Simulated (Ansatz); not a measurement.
Breaking the B1–H2 bond in BF2H (SMILES FBF) (multiplicity 1 held, fragments rigid). Energies count from the point at 1.187 Å.
Geometry at that point (charge 0, multiplicity 1):
```json
[
 {"atom": "B", "x (Å)": "-0.2354", "y (Å)": "-0.3854", "z (Å)": "0.0819"},
 {"atom": "H", "x (Å)": "-0.8442", "y (Å)": "-1.3818", "z (Å)": "0.2937"},
 {"atom": "F", "x (Å)": "0.8992", "y (Å)": "-0.1388", "z (Å)": "0.7049"},
 {"atom": "F", "x (Å)": "-0.6746", "y (Å)": "0.5064", "z (Å)": "-0.7830"}
]
```

Restricted levels (R-, RO-) in cc, def2 and unpolarised 6-31G sets keep to the state of the molecule at rest. Unrestricted levels (U-) break spin symmetry where that is lower. Curves can end on different states.

Programs: Ansatz (Gaussian basis) for Hartree–Fock, density functionals and correlated methods. Values without a source in brackets are computed.

**Question.** One of these levels gives 145.36 kcal/mol for the energy at R = 3.798 Å. Which?
A) R-r2SCAN/cc-pVTZ
B) R-HF/cc-pVTZ
C) U-PBE/cc-pVTZ

**Answer.** A, R-r2SCAN/cc-pVTZ. The others give 189.24 (R-HF/cc-pVTZ), 108.09 (U-PBE/cc-pVTZ)

Doubts at one or more of the structures used: a restricted determinant that unrestricted orbitals would lower (R-HF/cc-pVTZ, R-r2SCAN/cc-pVTZ); a spin-contaminated determinant (U-PBE/cc-pVTZ).

Ansatz is a program for electronic structure.
